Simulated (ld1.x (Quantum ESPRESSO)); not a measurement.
**What the settings do to the RRKJ potential of Ag (Z = 47)**

Base potential:

| Quantity | Value |
| --- | --- |
| Element | silver |
| Generator | ld1.x (Quantum ESPRESSO) 7.5 |
| Type | norm-conserving RRKJ (Kleinman–Bylander form) |
| Functional | PBE |
| Relativity | scalar-relativistic |
| Frozen core | [Ar] 3d10 |
| Valence charge | 19 |
| Reference configuration | 4s2 4p6 4d9 5s2 5p0 |
| Partial waves | 4s (bound): rc 1.40 bohr; 4d (bound): rc 1.85 bohr; 4p (bound): rc 1.60 bohr |
| Local potential | the p channel |
| Core correction | Bessel-smoothed model core inside 1.05 bohr |
| rho0 | 0.005 |

Occupied shells without a wave of their own: 5s. They enter only through the test configuration that unscreens the potential, and ld1.x also counts them in the model core charge.

Cutoffs, loose and tight: the cutoffs (Ry, on a coarse ladder) from which the occupation-weighted sum of valence levels, in a spherical-Bessel basis at the reference potential, stays within 10 and 1 mRy of its value at 400 Ry. They do not see the model core or the augmentation charge, which bear on the density cutoff. Test errors are all-electron minus pseudo excitation energies from the reference, over the configurations 4s2 4p6 4d10 5s1 5p0; 4s2 4p6 4d10 5s0 5p0; 4s2 4p6 4d9 5s0 5p0; 4s1 4p6 4d10 5s1 5p0; 4s2 4p6 4d9 5s1 5p1; 4s2 4p6 4d7 5s0 5p0; 4s2 4p5 4d10 5s1 5p0. A dash means not determined; rows that change the core or the reference have their own tests.

With those shells counted twice in exchange and correlation these files are broken, and their errors move erratically; no question is asked of them.

| change | outcome | cutoff, loose | cutoff, tight | bound ghosts | largest test error (meV) |
| --- | --- | --- | --- | --- | --- |
| base | generated, misses its reference levels by 0.31 eV | 70 Ry | 90 Ry | none | -2621 |
| wave 4d (bound): rc 1.85 bohr becomes 4d (bound): rc 1.18 bohr | generated, misses its reference levels by 0.31 eV | 110 Ry | 140 Ry | none | -2627 |
| all radii but the core radius scaled by about 1.24 (s 1.74, p 1.98, d 2.30 bohr) | failed: run_pseudo: Errors in PS-KS equation | – | – | – | – |
| reference 4s2 4p6 4d10 5s1 5p0 | generated, misses its reference levels by 0.25 eV | 70 Ry | 90 Ry | none | -1154 |
| local potential the s channel | generated, misses its reference levels by 1.25 eV | 80 Ry | 110 Ry | none | -8274 |
| wave 4p (bound): rc 1.60 bohr becomes 4p (bound): rc 1.58 bohr | generated, misses its reference levels by 0.29 eV | 70 Ry | 90 Ry | none | -2522 |
| wave 4s (bound): rc 1.40 bohr becomes 4s (bound): rc 1.08 bohr | generated, misses its reference levels by 0.28 eV | 140 Ry | 180 Ry | none | -2434 |
| core correction Bessel-smoothed model core inside 1.38 bohr | generated, misses its reference levels by 0.31 eV | 70 Ry | 90 Ry | none | -2622 |
